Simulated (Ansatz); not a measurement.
One geometry of TeBr₂⁻, several levels of theory.

```yaml
crystal:
  periodic: [false, false, false]
  atoms:
    - {symbol: Te, position_ang: [0.005033, -0.006885, -1.057568]}
    - {symbol: Br, position_ang: [1.916163, -0.018831, 0.538061]}
    - {symbol: Br, position_ang: [-1.921196, 0.025706, 0.519506]}
basis:
  gaussian: {orbitals: def2-TZVPD, initial_orbitals: start.molden}
total_charge: -1
magnetization: {spin_polarized: true, initial_magnetization: 1}
hamiltonian: {xc: pbe0, dispersion: d4}
scf: {omitted_lower_state_checks: [starts]}
output: {orbitals: {seedname: orbitals}}
```

The file start.molden holds the orbitals of an earlier run on this structure, at another level or in another basis.

```sh
$ ansatz run in.yaml --threads 4 --pin off --events-out ev --progress --plain --max-ram 3916MiB
```

It prints (some lines left out):

```
Functional definition: PBE0
  name "PBE0"
  cite "Adamo & Barone, J. Chem. Phys. 110, 6158 (1999) doi:10.1063/1.478522"
  cite "Perdew, Burke & Ernzerhof, Phys. Rev. Lett. 77, 3865 (1996) doi:10.1103/PhysRevLett.77.3865"
  parent pbe
  parameter a = 0.25
  parameter kappa = 0.804
  parameter beta = 0.06672455060314922
  exchange = (1 - a)*pbe_x(kappa = kappa, mu = beta*pi^2/3) + a*exact_x
  correlation = pbe_c(beta = beta)
these checks for a lower state are left out or cut short: starts
1260 factors; integrals over basis functions are off by at most 6.4e-4 eV
mean field evaluation 1: about -147371.2130 eV, gradient 1.2e2 eV
mean field evaluation 2: about -147372.4005 eV, gradient 3.9e0 eV
mean field evaluation 4: about -147372.8252 eV, gradient 6.7e-1 eV
mean field evaluation 8: about -147372.8309 eV, gradient 2.8e-4 eV
mean field -147372.83085232 eV, -5415.8516409303 hartree, gradient 1.5e-5 eV, S^2 0.753678; 0 other end points of the search recorded, 0 dependent functions left out
reference -147372.83089263 eV, -5415.8516424115 hartree; 48, 47 occupied and 125, 126 virtual orbitals, 1260 factors
Total energy: -147372.94303644 eV, -5415.8557636205 hartree
Checks for a lower state left out: starts
```

Hardware: 4 threads of Intel Xeon on a shared host. Wall time 15 s, peak host memory 0.69 GiB.

The first input with `hamiltonian: {xc: r2scan, dispersion: d4}` (abridged; 14 s):

```
Functional definition: r2SCAN
mean field -147390.77211779 eV, -5416.5109702751 hartree, gradient 1.2e-5 eV, S^2 0.754446
Total energy: -147390.79707063 eV, -5416.5118872750 hartree
Checks for a lower state left out: starts
```

The first input with `hamiltonian: {xc: pbe, dispersion: d4}` (abridged; 5.5 s):

```
Functional definition: PBE
mean field -147367.63879280 eV, -5415.6608362622 hartree, gradient 7.3e-6 eV, S^2 0.751374
Total energy: -147367.76949348 eV, -5415.6656394236 hartree
Checks for a lower state left out: starts
```

Geometry: r2SCAN-D4/def2-TZVP, that of the neutral singlet.

In the def2 sets Te takes a core potential; there is no spin–orbit coupling. At PBE0-D4/def2-TZVPD, r2SCAN-D4/def2-TZVPD, PBE-D4/def2-TZVPD the highest occupied level of the charge -1 doublet lies above zero (up to 1.01 eV). By energy differences its removal costs 1.32 eV (vertical, to the charge 0 singlet, at PBE-D4/def2-TZVPD); a positive level beside a positive removal energy at the same level points to self-interaction error.
